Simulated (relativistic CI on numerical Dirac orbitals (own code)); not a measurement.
# Tm2+: 4p photoemission

Computed with this model: Dirac-Coulomb-Breit CI, orbitals from a KLI potential per configuration, model QED (radiative potential, 1s self-energy scaled to tabulated hydrogen-like ionisation energies), valence Slater integrals scaled by 0.8, multiplet model of photoemission in the sudden approximation; configurations [Xe] 4f13 → [Ar] 3d10 4s2 4p5 4d10 4f13 5s2 5p6; 300 K; Lorentzian 1.75 eV and Gaussian 0.7 eV FWHM. Energies are those of the free ion, without screening or charge transfer. The energies are binding energies and can lie tens of eV above those of solids. S is read from ⟨S²⟩ = S(S + 1).

free ion: ground-state S = 0.50, centroid 369.81 eV. Peaks (eV, height): 352.8 (100), 357.6 (36), 401.4 (57).

Strongest unbroadened transitions for free ion:

```tsv
Energy (eV)	Relative strength
352.68	39.4
352.73	100.0
353.11	61.0
354.28	24.2
355.51	1.5
357.64	43.9
357.79	21.1
400.23	0.1
400.79	63.6
401.83	81.5
403.61	0.1
```
